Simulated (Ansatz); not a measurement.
Level of theory: frozen-core CCSD(T)/cc-pVTZ // B3LYP-D3(BJ)/def2-TZVP in Ansatz (a first-principles code).

Ansatz 0.2 input:
```yaml
crystal:
  periodic: [false, false, false]
  atoms:
    - { symbol: C, position_ang: [-1.035389, -0.239269, -0.208775] }
    - { symbol: B, position_ang: [0.275649, 0.584536, -0.172419] }
    - { symbol: B, position_ang: [1.78831, -0.13888, -0.223964] }
    - { symbol: O, position_ang: [2.871811, -0.664676, -0.259775] }
    - { symbol: H, position_ang: [-0.959828, -1.274327, 0.123582] }
    - { symbol: H, position_ang: [-1.285375, -0.281109, -1.284481] }
    - { symbol: H, position_ang: [-1.884694, 0.252944, 0.267216] }
    - { symbol: H, position_ang: [0.231021, 1.775732, -0.169266] }
basis:
  gaussian: { orbitals: cc-pVTZ }
correlation:
  method: ccsd_t
```

Output:

```
Functional definition: HF
1016 factors; integrals over basis functions are off by at most 1.3e-3 eV
mean field evaluation 1: about -4471.9802 eV, gradient 4.8e1 eV
mean field evaluation 2: about -4471.9792 eV, gradient 4.8e1 eV
mean field evaluation 4: about -4476.8816 eV, gradient 4.6e0 eV
mean field evaluation 8: about -4476.9603 eV, gradient 2.9e-1 eV
mean field evaluation 16: about -4476.9535 eV, gradient 1.5e0 eV
mean field -4476.96080080 eV, -164.5252748364 hartree, gradient 4.1e-6 eV, S^2 0.000000; 0 other end points of the search recorded, 0 dependent functions left out
4 core orbitals not correlated
reference -4476.96080080 eV, -164.5252748364 hartree; 10, 10 occupied and 162, 162 virtual orbitals, 1016 factors
second order -16.19727697 eV of doubles, -0.00000000 eV of singles
cycle   1  -16.32985393 eV  change   -1.3e-1 eV  update   1.1e-1
cycle   2  -16.77653083 eV  change   -4.5e-1 eV  update   3.9e-2
cycle   3  -16.92227033 eV  change   -1.5e-1 eV  update   2.1e-2
cycle   4  -16.91103228 eV  change    1.1e-2 eV  update   5.5e-3
cycle   5  -16.90856344 eV  change    2.5e-3 eV  update   2.6e-3
cycle   6  -16.90958399 eV  change   -1.0e-3 eV  update   8.8e-4
cycle   7  -16.90931660 eV  change    2.7e-4 eV  update   3.9e-4
cycle   8  -16.90924334 eV  change    7.3e-5 eV  update   1.4e-4
cycle   9  -16.90928292 eV  change   -4.0e-5 eV  update   5.5e-5
cycle  10  -16.90927685 eV  change    6.1e-6 eV  update   2.1e-5
perturbative correction -0.71392477 eV, -0.0262362514 hartree
Total energy: -4494.58400242 eV, -165.1729155505 hartree
```

Cost: very roughly 70 core-seconds.
